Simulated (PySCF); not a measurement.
Isomers of C3H5BF2S. Method used: PBE0-D3(BJ)/def2-SVP geometry optimisation, gas phase in PySCF 2.14.0. One conformer each; no zero-point energy, no entropy. No frequencies were run at this level. Point groups hold within 0.08 Å.

**Question.** Rank from lowest to highest electronic energy at this level (kJ/mol).
A. `[CH2:1]=[C:2]([S:3][CH3:4])[B:5]([F:6])[F:7]` with C1–C2–S3–C4 -1°
B. `[CH3:1][S:2]/[C:3]([BH:4][F:5])=[CH:6]\[F:7]` with C1–S2–C3–B4 2°, S2–C3–B4–F5 2°
C. `[F:1][B:2]([F:3])[C@@H:4]1[CH2:5][CH2:6][S:7]1` with F1–B2–C4–C5 5°, B2–C4–C5–C6 -80°, C4–C5–C6–S7 -19°, C5–C6–S7–C4 16°, B2–C4–S7–C6 101°

**Answer.** C (0.0), A (11.1), B (234.3).

As drawn, the lowest has a four-membered ring, which the highest lacks; the highest has a C=C bond outside aromatic rings, which the lowest lacks.

```tsv
SMILES	E (Eh)	E rel (kJ/mol)	dipole (D)	point group	A, B, C (MHz)
FB(F)[C@@H]1CCS1	-739.29211	0.0	2.58	C1	3523, 1745, 1476
C=C(SC)B(F)F	-739.28788	11.1	2.80	near Cs	4148, 1372, 1038
CS/C(BF)=C\F	-739.20288	234.3	0.95	near Cs	2818, 1679, 1059
```

**Question.** How do the relative energies change in single points at B3LYP/pcSseg-1 (no added dispersion term) on the same geometries?

**Answer.** 
```csv
SMILES,PBE0-D3(BJ)/def2-SVP (kJ/mol),B3LYP/pcSseg-1 (kJ/mol),shift
FB(F)[C@@H]1CCS1,0.0,20.3,+20.3
C=C(SC)B(F)F,11.1,0.0,-11.1
CS/C(BF)=C\F,234.3,222.1,-12.2
```

Each column counts from its own lowest isomer. C=C(SC)B(F)F becomes the lowest; the largest shift is 20.3 kJ/mol.
